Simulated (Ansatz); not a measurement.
Cost and result for the atomization energy of `FB(Cl)[O][InH2]` (7 atoms, 6 bonds).

The species carries charge 0 and has multiplicity 1. Correlated methods include outer-core shells of In, which these sets cover unevenly. In takes the def2 core potential. The geometry is a stationary point of PBE0-D4/def2-TZVP. It is one conformer, not always the lowest. Program: Ansatz. All runs use 4 threads of an Intel Xeon 6975P-C on a shared host. Times are those of one run each, without the atoms' runs, and a repeat can differ threefold. Electronic energies, without spin–orbit coupling; frozen cores. CCSD(T)/CBS adds CCSD(T) − MP2 in def2-TZVPP to the MP2 limit, and its time is that of the two runs behind it. T1 = 0.014. With those shells the extrapolation isn't a true limit. HSE06 is the plane-wave form, built on full-range PBE exchange.

CCSD(T)/CBS is a level of theory with its own doubt, some kJ/mol a heavy atom from the limit and from the frozen cores, so smaller differences don't rank the functionals.

```
                           level  functions  wall time  atomization (kJ/mol)  difference from CCSD(T)/CBS  per bond
          LDA (SPW92)/def2-TZVPP        213     0.65 s                2860.6                        398.4      66.4
            revPBE-D4/def2-TZVPP        213        1 s                2417.2                        -45.0      -7.5
              BLYP-D4/def2-TZVPP        213      1.1 s                2432.5                        -29.7      -4.9
 PBE-D4/def2-TZVPP (with forces)        213      1.2 s                2502.3                         40.1       6.7
              PBE0-D4/def2-TZVPP        213      1.4 s                2442.8                        -19.4      -3.2
             BHLYP-D4/def2-TZVPP        213      1.6 s                2347.2                       -115.0     -19.2
             HSE06-D4/def2-TZVPP        213      1.6 s                2444.3                        -17.9      -3.0
                CCSD(T)/def2-SVP         96      2.6 s                2329.0                       -133.2     -22.2
              ωB97X-V/def2-TZVPP        213      3.3 s                2470.8                          8.6       1.4
ωB97M-V/def2-TZVPP (with forces)        213      4.6 s                2474.0                         11.8       2.0
                  MP2/def2-QZVPP        383      7.5 s                2522.2                         60.0      10.0
              CCSD(T)/def2-TZVPP        213       32 s                2396.5                        -65.7     -10.9
               CCSD(T)/CBS(def2)          –       39 s                2462.2                          0.0       0.0
```

Leaving LDA and LC-ωPBE aside and taking each functional with its dispersion term where it has one, the values spread over 155.1 kJ/mol, from BHLYP-D4 to PBE-D4. LDA lies +373.7 kJ/mol from PBE without D4, its usual overbinding. From BLYP to BHLYP (50 % exact exchange), in def2-TZVPP and without D4, the atomization energy moves by −72.7 kJ/mol: exact exchange takes away binding that semilocal exchange gives to molecules. At CCSD(T), def2-SVP lies −133.1 kJ/mol from the extrapolated value and def2-TZVPP −65.7 kJ/mol: correlation converges slowly with the basis, and small sets miss more of it in the bonded molecule than in its fragments.

Spin–orbit coupling would lower the free In atoms strongly, and the atomization energy with them, by more than many differences here.
